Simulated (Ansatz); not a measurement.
`[O]=[Mo]([OH])([Cl])([Cl])[Cl]` + H–F → `[O]=[Mo]([F])([Cl])([Cl])[Cl]` + H₂O at 600 K and 1 bar (ligand exchange at a Mo–O bond).

Isolated molecules relaxed with PBE0-D4/def2-TZVP in Ansatz; ΔE leaves out vibrations. CBS: MP2 limit from def2 TZ/QZ plus the TZ coupled-cluster correction, frozen cores. This one scheme is used for every species. Elements past krypton have def2 core potentials. For Mo outer-core shells are correlated without core-valence functions, which leaves a few kJ/mol of doubt a bond. One conformer a species, not always the lowest.

```tsv
species	CCSD(T)/CBS energy (Eh)	H − E (kJ/mol)	S (J/(mol·K))
`[O]=[Mo]([OH])([Cl])([Cl])[Cl]`	-1598.59510	119.8	491.6
H–F	-100.39570	42.3	194.0
`[O]=[Mo]([F])([Cl])([Cl])[Cl]`	-1622.61548	85.4	466.7
H₂O	-76.37941	76.8	212.8
```

H − E and S are ideal-gas, rigid-rotor, harmonic terms from PBE0-D4/def2-TZVP, for one conformer and one mirror image of each species. 1 Eh = 2625.50 kJ/mol, R = 8.31446 J/(mol·K).

**Question.** By hand: ΔE, ΔH, ΔS and ΔG.

**Answer.** ΔE = (-1622.61548) + (-76.37941) − (-1598.59510) − (-100.39570) = -0.00409 Eh = -10.7 kJ/mol. Δ(H − E) = 85.4 + 76.8 − 119.8 − 42.3 = 0.1, so ΔH = -10.6 kJ/mol. ΔS = 466.7 + 212.8 − 491.6 − 194.0 = -6.1 J/(mol·K). ΔG = -10.6 − 600 × (-6.1)/1000 = -6.9 kJ/mol.

**Question.** By hand: the equilibrium constant, and the temperature at which ΔG would vanish if ΔH and ΔS stayed fixed.

**Answer.** log₁₀ K = −ΔG/(RT ln 10) = 0.6. ΔG = 0 at ΔH/ΔS = 1738 K, though so small a ΔS makes that figure unsure.

TΔS isn't small against ΔH here. A doubt of 5 kJ/mol in ΔE shifts log₁₀ K by 0.4 here. Other conformers and mirror images would add mixing entropy, several J/(mol·K) or more a flexible species. Modes under 60 cm⁻¹, often nearly free rotors, make the harmonic entropy too high. These are equilibria of isolated gas molecules and say nothing of rates. Largest T1 diagnostic: 0.025 (customary marks: 0.02 for closed shells, 0.045 for open ones).
